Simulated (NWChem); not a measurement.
ZnNH₂Br; SMILES [NH2][Zn][Br]

```xyz
5

Zn     0.0020     0.8246    -0.0192
Br    -0.0006    -1.4125     0.0109
N     -0.0042     2.6388     0.1046
H     -0.8233     3.1105    -0.2728
H      0.8140     3.1185    -0.2647
```
Atoms are numbered in this order, from 1.

Program: NWChem. Medium grid unless said otherwise, to which SCAN and Minnesota functionals are sensitive. Structure relaxed at the PBE0/def2-SVP level. B3LYP is NWChem's, with the RPA form of VWN correlation.

Among these, which level gives the highest value of “orbital gap (eV)”?
A. M06-L/def2-TZVP
B. B3LYP/def2-TZVP
C. LC-wPBE (HJS exchange hole, range parameter 0.4 per bohr)/def2-TZVP
D. B3PW91/def2-TZVP

C, LC-wPBE (HJS exchange hole, range parameter 0.4 per bohr)/def2-TZVP. Values: M06-L/def2-TZVP 4.79; B3LYP/def2-TZVP 5.76; B3PW91/def2-TZVP 5.96; LC-wPBE (HJS exchange hole, range parameter 0.4 per bohr)/def2-TZVP 11.27
